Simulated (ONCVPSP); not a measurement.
## An all-electron radial function and its pseudo partner (Ir (Z = 77))

Columns: radius, all-electron u(r) and pseudo u(r) of the 5d shell (level -7.15 eV) of iridium in the configuration [Kr] 4d10 4f14 5s2 5p6 5d7 6s2; PBE, scalar-relativistic, ONCV scheme, ONCVPSP 4.0.1.

| r (bohr) | all-electron | pseudo |
| --- | --- | --- |
| 0.113 | 0.2579 | 0.0024 |
| 0.225 | -0.1030 | 0.0182 |
| 0.338 | -0.3793 | 0.0580 |
| 0.450 | -0.3066 | 0.1262 |
| 0.563 | -0.0589 | 0.2232 |
| 0.675 | 0.2129 | 0.3407 |
| 0.788 | 0.4466 | 0.4696 |
| 0.900 | 0.6187 | 0.5941 |
| 1.013 | 0.7339 | 0.7033 |
| 1.125 | 0.7996 | 0.7854 |
| 1.238 | 0.8283 | 0.8366 |
| 1.350 | 0.8298 | 0.8561 |
| 1.463 | 0.8125 | 0.8477 |
| 1.575 | 0.7832 | 0.8174 |
| 1.688 | 0.7460 | 0.7720 |
| 1.800 | 0.7050 | 0.7203 |
| 1.913 | 0.6617 | 0.6682 |
| 2.025 | 0.6186 | 0.6202 |
| 2.138 | 0.5759 | 0.5760 |
| 2.250 | 0.5350 | 0.5350 |
| 2.363 | 0.4956 | 0.4956 |
| 2.475 | 0.4587 | 0.4587 |
| 2.588 | 0.4237 | 0.4236 |
| 2.700 | 0.3911 | 0.3911 |
| 2.813 | 0.3605 | 0.3605 |
| 2.925 | 0.3323 | 0.3323 |

Question: How many radial nodes do the two functions have?

Answer: The all-electron 5d function has n − l − 1 = 2; the pseudo-wave has 0, since the states of the same l below it are removed with the core.

Question: At about which radius was the pseudo-wave matched?

Answer: 2.25 bohr, where the columns begin to agree (steps of 0.11 bohr).

Question: Where does each function peak?

Answer: Outermost all-electron maximum near 1.35 bohr, pseudo maximum near 1.35 bohr (to the table’s step).

Question: Is the pseudo-wave norm-conserving?

Answer: Yes: the ONCV scheme keeps the norm inside the radius equal to the all-electron one, which fixes the energy derivative of the logarithmic derivative at the level.
